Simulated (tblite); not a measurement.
C₅H₅OPS.
SMILES with atom numbers: `[CH3:1][C:2](=[O:3])[c:4]1[cH:5][p:6][cH:7][s:8]1` (hydrogens: H9, H10, H11 on C1; H12 on C5; H13 on C7)

Structure used (GFN2-xTB), in Å, numbered top down from 1:
```
atom  x, y, z in Å
C1    -1.7799    1.1847    0.4262
C2    -1.2009   -0.2011    0.5498
O3    -1.8042   -1.1269    1.0436
C4     0.1647   -0.3740    0.0286
C5     0.8421   -1.5620    0.0617
P6     2.4680   -1.6201   -0.5991
C7     2.4294    0.0386   -1.0214
S8     1.0267    0.9480   -0.6793
H9    -1.8133    1.4814   -0.6202
H10   -2.7847    1.1979    0.8394
H11   -1.1554    1.8972    0.9615
H12    0.3659   -2.4317    0.4879
H13    3.2370    0.5686   -1.4963
```

Computed with GFN2-xTB (tblite): harmonic, unscaled wavenumbers at the GFN2-xTB geometry, gas phase. Errors from tens to a few hundred cm⁻¹ against measured bands are possible. One conformer, not necessarily the lowest.

Harmonic wavenumbers (cm⁻¹): 47.8, 123.7, 139.7, 166.1, 318.9, 327.8, 414.8, 417.4, 490.2, 558.7, 587.9, 700.0, 703.3, 802.6, 815.5, 853.7, 950.7, 979.2, 988.3, 1000.7, 1140.4, 1185.1, 1207.5, 1368.1, 1442.3, 1449.8, 1457.4, 1722.4, 3023.7, 3029.8, 3059.9, 3089.1, 3112.0.

A = 2949, B = 1113, C = 812.1 MHz; mass 143.980 u (most abundant isotopes); point group Cs, symmetry number 1.

Q: What is the zero-point energy?

A: Half the sum of the wavenumbers: 18837 cm⁻¹ = 53.86 kcal/mol.

Q: Give the ideal-gas entropy at 298.15 K and 1 bar in the rigid-rotor, harmonic-oscillator model (classical rotation).

A: Translation 40.83, rotation 29.18, vibration 21.10: S = 91.1 cal/(mol K).

Q: And Cp and H(298.15 K) − H(0)?

A: Cp = 31.41 cal/(mol K), of which vibrations give 23.46 (their classical limit is 33 R = 65.6); H(298.15 K) − H(0) = 5.79 kcal/mol without the zero-point energy, 3.42 from vibrations.

Q: How do the functions run with temperature in this model?

A: 
| T (K) | S (cal/(mol K)) | Cp (cal/(mol K)) | H − H(0) (kcal/mol) | G − H(0) (kcal/mol) | ln q(vib) |
| --- | --- | --- | --- | --- | --- |
| 150 | 74.1 | 19.4 | 2.01 | -9.10 | 2.05 |
| 250 | 85.9 | 27.6 | 4.36 | -17.12 | 3.93 |
| 400 | 101.4 | 38.5 | 9.36 | -31.19 | 6.83 |
| 600 | 119.0 | 48.4 | 18.13 | -53.28 | 10.66 |
| 900 | 140.5 | 57.1 | 34.08 | -92.33 | 15.97 |

q(vib) and H(0) count from the zero-point level.

Q: Which modes carry the vibrational entropy at 298.15 K?

A: 47.8 cm⁻¹: 4.91; 123.7 cm⁻¹: 3.04; 139.7 cm⁻¹: 2.81; 166.1 cm⁻¹: 2.48; 318.9 cm⁻¹: 1.32; 327.8 cm⁻¹: 1.27 cal/(mol K); the other 27 give 5.28 together.

Q: Blend soft modes into free rotors: weight 1/[1 + (100 cm⁻¹/ν̃)⁴] for the oscillator and the rest for a rotor with moment μB/(μ + B), μ = h/(8π²ν), B = 10⁻⁴⁴ kg m². What vibrational entropy results?

A: 19.67 cal/(mol K) in place of 21.10, which changes −T·S at 298.15 K by +0.43 kcal/mol.

Hindered rotation and anharmonicity are outside this model. Other conformers, if any are populated, would add a mixing term that is left out.

Hardware: an Arm Neoverse V2 with one thread, on a shared host. Cost: 0.4 s. The figure is for the frequency step alone.
